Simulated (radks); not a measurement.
Results of a calculation; reference values are marked as such.
Sr III, configuration [Kr]. Level of theory: Dirac Kohn-Sham, PBE, spin-unpolarised, spherical densities, point nucleus (a radial shooting solver on a logarithmic mesh with Libxc functionals). Some entries of the table are withheld. Estimate them.

orbital  occ.  eigenvalue (hartree)  r(max) (bohr)  <1/r> (bohr^-1)
1s1/2       2             -585.9720        0.02553            39.00
2s1/2       2             -79.77899         0.1452            8.780
2p1/2       2             -72.64802         0.1137            8.751
2p3/2       4             -70.13404         0.1171            8.411
3s1/2       2                   (1)         0.4360            2.935
3p1/2       2             -10.18724            (2)            2.825
3p3/2       4              -9.80179            (3)            2.743
3d3/2       4              -5.25845         0.3751            2.521
3d5/2       6              -5.19118         0.3778            2.500
4s1/2       2              -2.01041          1.191           0.9953
4p1/2       2              -1.37115          1.307           0.8704
4p3/2       4              -1.32770          1.333           0.8498

Answer. 
(1) 3s1/2 eigenvalue (hartree): -12.77665
(2) 3p1/2 r(max) (bohr): 0.4249
(3) 3p3/2 r(max) (bohr): 0.4338
